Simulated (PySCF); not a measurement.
**How the method moves the HOMO and LUMO of N-methylaniline**

N-methylaniline, C7H9N.
Z-matrix (Å and degrees, PBE0-D3(BJ)/def2-SVP geometry), rows numbered from 1:
```
C 
N   1  1.4319
C   2  1.3742  1  123.03
C   3  1.4073  2  122.04  1    -9.43
C   4  1.3934  3  120.42  2  -178.64
C   5  1.3922  4  121.17  3    -0.47
C   6  1.3970  5  118.68  4     0.09
C   7  1.3875  6  120.81  5     0.19
H   1  1.0985  2  109.24  3  -178.16
H   1  1.1085  2  113.41  3   -57.69
H   1  1.1035  2  111.39  3    63.65
H   2  1.0094  1  116.93  3   155.78
H   4  1.0909  3  120.17  2     1.26
H   5  1.0934  4  118.90  3   179.84
H   6  1.0917  5  120.69  4  -179.79
H   7  1.0933  6  120.03  5  -179.87
H   8  1.0942  3  119.11  2    -0.77
```

Basis pcSseg-1 throughout (PySCF), one geometry. Isolated species at its PBE0-D3(BJ)/def2-SVP geometry (one conformer only).

Question: How do the orbital energies, the gap and the dipole change with the method?

Answer: 
| method | kind | HOMO (eV) | LUMO (eV) | gap (eV) | μ (D) | SCF cycles |
| --- | --- | --- | --- | --- | --- | --- |
| KT3 | GGA | -4.65 | -0.76 | 3.89 | 2.11 | 15 |
| BP86 | GGA | -4.72 | -0.93 | 3.79 | 2.21 | 16 |
| B97-2 | global hybrid | -5.40 | 0.01 | 5.41 | 2.06 | 13 |
| B3LYP | global hybrid | -5.42 | -0.13 | 5.29 | 2.06 | 13 |
| PBE0 | global hybrid | -5.63 | 0.05 | 5.67 | 2.07 | 13 |
| BHandHLYP | global hybrid | -6.47 | 1.08 | 7.55 | 1.91 | 12 |
| wB97X-D | range-separated hybrid | -7.36 | 1.77 | 9.12 | 2.01 | 13 |
| HF | Hartree–Fock | -7.67 | 3.61 | 11.28 | 1.76 | 12 |

The HOMO spans 3.02 eV, from KT3 down to HF, and the gap runs from 3.79 eV (BP86) to 11.28 eV (HF). Over the methods KT3 (0 %), BP86 (0 %), B97-2 (21 %), B3LYP (20 %), PBE0 (25 %), BHandHLYP (50 %), HF (100 %), a straight line through the gap against the share of exact exchange rises by 0.74 eV for each 10 % (correlation coefficient 1.000). The dipole ranges from 1.76 D (HF) to 2.21 D (BP86). This basis has no diffuse functions.

The vertical ΔSCF ionisation energy at PBE0/def2-SVPD is 7.41 eV; −ε(HOMO) comes closest to it with wB97X-D (7.36 eV).
